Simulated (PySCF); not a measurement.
**What settings do to a single point of Bi2OF8**

The sound run of Bi2OF8 (singlet) uses PySCF 2.14.0, RKS BP86, Bi def2-SVP with ECP60, O def2-SVP, F def2-SVP; non-relativistic Hamiltonian with scalar-relativistic core potentials where named; density fitting; no spin-orbit coupling, grid (50, 194), threshold 1e-8 Eh and 55 cycles, at the relaxed geometry:

```xyz
11

Bi    0.0000    0.0542    1.9475
Bi    0.0000    0.0542   -1.9475
O     0.0000    0.8956    0.0000
F     1.7236   -0.2613    2.9696
F    -1.7236   -0.2613    2.9696
F     0.0000    2.0013    2.5663
F     0.0000   -1.8951    1.3422
F     1.7236   -0.2613   -2.9696
F    -1.7236   -0.2613   -2.9696
F     0.0000    2.0013   -2.5663
F     0.0000   -1.8951   -1.3422
```

There Bi1 has a Mulliken charge of 1.50 e and the dipole about the centre of mass is 0.07 D. Each run below changes one thing and starts from free metal ions and neutral atoms unless it says otherwise; with 55 cycles, smearing, a level shift and second-order steps follow where DIIS fails, and their cycles count. Energy shifts count from the sound run.

```tsv
change	outcome	cycles	energy shift (eV)	largest force component (eV/Å)	charge on Bi1 (e)	dipole about the centre of mass (D)
grid (99, 590)	converged	13	0.0495	0.03	1.50	0.07
charge changed by +1, spin kept, limit 85 cycles	refused	–	–	–	–	–
start from the bare core Hamiltonian, limit 57 cycles	converged	22	0.0000	0.01	1.50	0.07
```

Question: How does the run with this change end: threshold 1e-06?

Answer: outcome converged, cycles 11, energy shift (eV) 0.0000, largest force component (eV/Å) 0.01, charge on Bi1 (e) 1.50, dipole about the centre of mass (D) 0.08.

Forces carry noise of the integration grid, about 0.01 to 0.03 eV/Å.
